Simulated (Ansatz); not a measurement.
Reaction (ligand exchange at a B–S bond): `BSC(=C)Cl` + H–F → `BF` + `C=C(S)Cl`

Isolated molecules relaxed with PBE0-D4/def2-TZVP in Ansatz; ΔE leaves out vibrations. CBS: MP2 limit from def2 TZ/QZ plus the TZ coupled-cluster correction, frozen cores. This one scheme is used for every species. Functionals use def2-TZVPP. HSE06 is defined as in plane-wave codes. One conformer a species, not always the lowest.

`BSC(=C)Cl`:

Cartesian coordinates in Å:
```
B -0.751 1.674 1.113
S 0.404 1.071 -0.062
C 0.152 -0.659 -0.321
C 0.943 -1.305 -1.168
Cl -1.103 -1.478 0.518
H -0.625 2.840 1.326
H -1.568 0.992 1.637
H 1.729 -0.773 -1.688
H 0.819 -2.363 -1.355
```

H–F:

Z-matrix (Å, degrees):
```
F
H 1 0.920
```

`BF`:

```xyz
4

B    -0.040    0.020    0.021
F     1.028   -0.517   -0.530
H    -0.672   -0.650    0.786
H    -0.316    1.147   -0.277
```

`C=C(S)Cl`:

Z-matrix (Å, degrees):
```
C
C 1 1.326
H 1 1.082 2 120.0
H 1 1.082 2 121.1 3 -179.5
S 2 1.752 1 122.4 3 7.3
Cl 2 1.730 1 121.0 3 -177.2
H 5 1.343 2 96.4 1 -144.9
```

(1) Is it downhill or uphill in electronic energy at CCSD(T)/CBS, and by how much? (An estimate is asked.)

(2) What do these levels give: LDA (SPW92), r2SCANh-D4, r2SCAN0-D4, CAM-B3LYP-D4, ωB97X-V, ωB97M-V, BLYP, HSE06, BHLYP, CAM-B3LYP, RPA@PBE/def2-TZVPP, SCS-MP2/def2-QZVPP? (Best estimate.)

Largest T1 diagnostic among the species: 0.014.

## Answers

(1) Computed: Downhill: ΔE = -39.8 kJ/mol.

(2) Ansatz gave: LDA (SPW92) -29.2, r2SCANh-D4 -41.6, r2SCAN0-D4 -42.3, CAM-B3LYP-D4 -55.1, ωB97X-V -50.6, ωB97M-V -49.0, BLYP -55.5, HSE06 -39.9, BHLYP -60.8, CAM-B3LYP -59.6, RPA@PBE/def2-TZVPP -50.3, SCS-MP2/def2-QZVPP -47.0 kJ/mol.

At CCSD(T), def2-SVP lies −21.4 kJ/mol from the extrapolated value and def2-TZVPP −4.2 kJ/mol. The D4 term adds +7.9 kJ/mol with B3LYP and +4.3 kJ/mol with PBE0; it sums over pairs of atoms, weighted by their polarisabilities, and B3LYP, whose exchange is more repulsive, gets the larger term.

B3LYP here is the variant with VWN-RPA as its local correlation; programs differ in this.
